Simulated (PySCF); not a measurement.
**Two-dimensional NMR puzzle**

Compound of formula C5H9NO2Si. Correlations simulated from computed shifts and the bond graph:

HSQC (one-bond C–H):
```
  δH     δC
5.04  109.4
3.88   53.8
3.75   55.6
```

COSY cross peaks (H two or three bonds apart, from the bond graph; peaks can be absent where the dihedral angle is near 90°):
```
  δH    δH
5.08  5.04
```

HMBC (two and three bonds, from the bond graph):
```
  δH                  δC
5.08  153.1, 109.4, 53.8
5.04        153.1, 119.8
3.75               153.1
```

Carbons without hydrogens: δ 153.1, 119.8.

PySCF 2.14 calculation with PBE0/pcSseg-1 with gauge-including orbitals and structure optimised with GFN2-xTB; in vacuum, a single conformation, equivalent nuclei averaged, non-relativistic Hamiltonian.

Scale: $^{1}$H (σ = 31.72 ppm) and $^{13}$C (σ = 186.93 ppm) vs TMS (reference shieldings calculated alike).

Exchangeable hydrogens are left out of these lists.

Problem. Work out the connectivity.

Solution. `CO[SiH2]/C=C(\C#N)OC`.

Numbering as in the mapped SMILES `[CH3:1][O:2][SiH2:3]/[CH:4]=[C:5](\[C:6]#[N:7])[O:8][CH3:9]`; H(Xn) means a hydrogen on atom n.

δC 153.1 is C5, an alkene carbon bearing oxygen. δC 119.8 is C6, a nitrile carbon. δC 109.4 is C4, a β carbon of an enol-ether or enamine type C=C (δH 5.04). δC 55.6 is C9, a methyl carbon bonded to O (δH 3.75). δC 53.8 is C1, a methyl carbon bonded to O (δH 3.88). HMBC from δH 5.08 reaches the proton-free carbon C5. HMBC from δH 5.04 reaches the proton-free carbons C5, C6. HMBC from δH 3.75 reaches the proton-free carbon C5. COSY links 5.08–5.04.

The shifts were computed for this structure.

Shifts are as computed. Against solution values, carbons near 30 ppm lie about +3 ppm off and those near 130 ppm about +5 ppm. Of 1309 compounds with measured shifts, 239 miss one by over three times the rms of a fit or turn the order of signals round; such compounds aren't used in these exercises.
